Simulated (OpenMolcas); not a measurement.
Co2+ (d7) on a cation site of an ionic host was computed by SS-CASPT2, IPEA 0.25 Eh, imaginary shift 0.1 Eh with the d shell active (OpenMolcas, ANO-RCC-VTZP on the metal). Its lowest spin-free states, and all those of the highest spin:

```json
{"2S+1": "4", "Degeneracy": "1", "E (cm-1)": "0"}
{"2S+1": "4", "Degeneracy": "3", "E (cm-1)": "2260"}
{"2S+1": "4", "Degeneracy": "3", "E (cm-1)": "5520"}
{"2S+1": "2", "Degeneracy": "2", "E (cm-1)": "17070"}
{"2S+1": "2", "Degeneracy": "3", "E (cm-1)": "17460"}
{"2S+1": "2", "Degeneracy": "1", "E (cm-1)": "17980"}
{"2S+1": "4", "Degeneracy": "3", "E (cm-1)": "17990"}
{"2S+1": "2", "Degeneracy": "3", "E (cm-1)": "18800"}
{"2S+1": "2", "Degeneracy": "3", "E (cm-1)": "22120"}
{"2S+1": "2", "Degeneracy": "3", "E (cm-1)": "23020"}
{"2S+1": "2", "Degeneracy": "3", "E (cm-1)": "24250"}
{"2S+1": "2", "Degeneracy": "2", "E (cm-1)": "24560"}
```

**Question.** Is the site octahedral, tetrahedral or cube-like, axial, or of lower symmetry?

**Answer.** The states with 2S+1 = 4 have orbital degeneracies 1, 3, 3, 3. Threefold states need a cubic site. For d7 at this spin an octahedron puts the threefold T1 below the threefold T2 and a tetrahedron or cube puts the single A2 below the threefold T2, so the site is a tetrahedron or a cube, which this pattern cannot tell apart. The first gap at this spin, 2260 cm-1, is |10Dq| in ligand-field theory. The run had Co2+ with its 8 nearest fluoride ions at 2.315 Å, on the Sr site of SrF2 (a = 5.796 Å, distance in the model lattice 2.510 Å). The rest of the host is ab initio model potentials to 7.6 Å and point charges beyond; the distance is set by hand and nothing relaxes. Ligand basis ANO-RCC-VDZP.

Roots that are degenerate in the reference are averaged as groups; the widest CASPT2 spread within a group is 420 cm-1 (the 3-fold group of multiplicity 4 near 2260 cm-1 above the lowest state of its run). Shifts and gaps below about the spread of the groups concerned are not significant. Over all roots computed the reference weight is 0.68 to 0.69; a low but even weight reflects the number of correlated electrons. A single d shell leaves out the double-shell effect, which counts most for late 3d ions, where the CASPT2 field can be off either way by tens of per cent. Ligand-to-metal charge-transfer states are missing. These CASPT2 states fit no ligand-field parameters well, so their order and spin gaps are uncertain. For late 3d ions with one d shell CASPT2 can put B and the spin-flip bands somewhat low as well as high. With one d shell and no ligand orbital active, 10Dq can be off by tens of per cent for divalent 3d ions, low with halides held by bare charges and at times high in hosts, and the orbital part of g and χT goes as 1/10Dq. Free-ion shares, where given, are those of the reference states; single-state CASPT2 does not remix them. No measured value stands beside these numbers; the geometry was set by hand and not optimised.
